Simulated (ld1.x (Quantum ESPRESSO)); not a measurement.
Configuration tests for Ni (TM)

ld1.x (Quantum ESPRESSO) 7.5 input, shortened:

```
&input
   title='Ni', zed=28., rel=1, dft='PW91', iswitch=3,
   config='[Ar] 3d9 4s1 4p0'
 /
 &inputp
   pseudotype=2, tm=.true., lloc=0,
   nlcc=.true., new_core_ps=.true., rcore=0.70
 /
3
4P  2  1   0.00   0.00  3.80  3.80  0.0
3D  3  2   9.00   0.00  0.80  0.80  0.0
4S  1  0   1.00   0.00  1.80  1.80  0.0
 &test
   configts(1)='3d9 4s1 4p0'
 /
```

Energies are relative to the spin-unpolarised reference configuration 3d9 4s1 4p0; without spin polarisation the order of configurations can differ from experiment.

```
valence configuration  charge  ΔE all-electron (eV)  error AE − PS (meV)
          3d8 4s2 4p0       0                 1.615                 -286
          3d8 4s0 4p0      +2                28.416                 -215
          3d7 4s0 4p0      +3                65.993                -1496
          3d7 4s2 4p0      +1                17.826                -1426
          3d9 4s0 4p0      +1                 7.965                  -23
```

(1) What are ΔE and the potential's error for 3d8 4s0 4p1?

(2) What are ΔE and the potential's error for 3d8 4s1 4p0?

Levels in the configuration 3d8 4s2 4p0:

```json
{"level": "3d", "all-electron (eV)": "-8.954", "pseudo (eV)": "-9.559"}
{"level": "4s", "all-electron (eV)": "-5.704", "pseudo (eV)": "-5.643"}
```

Answers

(1) ΔE = 16.715 eV all-electron; the error (AE − PS) is -201 meV.

(2) ΔE = 11.005 eV all-electron; the error (AE − PS) is -226 meV.
